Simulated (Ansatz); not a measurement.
`F[SiH]1C=C1` at its PBE0-D4/def2-TZVP geometry, where that method's forces vanish. The species carries charge 0 and has multiplicity 1.

```xyz
7

F    -0.2499    1.5022    1.6181
Si    0.4520    0.4810    0.6135
C    -0.4084   -0.9168   -0.0761
C    -0.2478    0.0756   -0.9726
H     1.8884    0.5354    0.9310
H    -0.8871   -1.8886   -0.1085
H    -0.5473    0.2112   -2.0053
```

Q: What forces (eV/Å) does B3LYP-D4/def2-TZVPP give on these atoms in Ansatz 0.2.0? (An estimate is asked.)

A: Ansatz gave: 
```
F1  -0.089  0.133  0.131
Si2  0.239 -0.054 -0.017
C3  -0.066 -0.137 -0.005
C4  -0.041  0.018 -0.145
H5  -0.088 -0.004 -0.021
H6   0.029  0.063 -0.008
H7   0.016 -0.019  0.065
```

B3LYP here is the variant with VWN-RPA as its local correlation; programs differ in this.
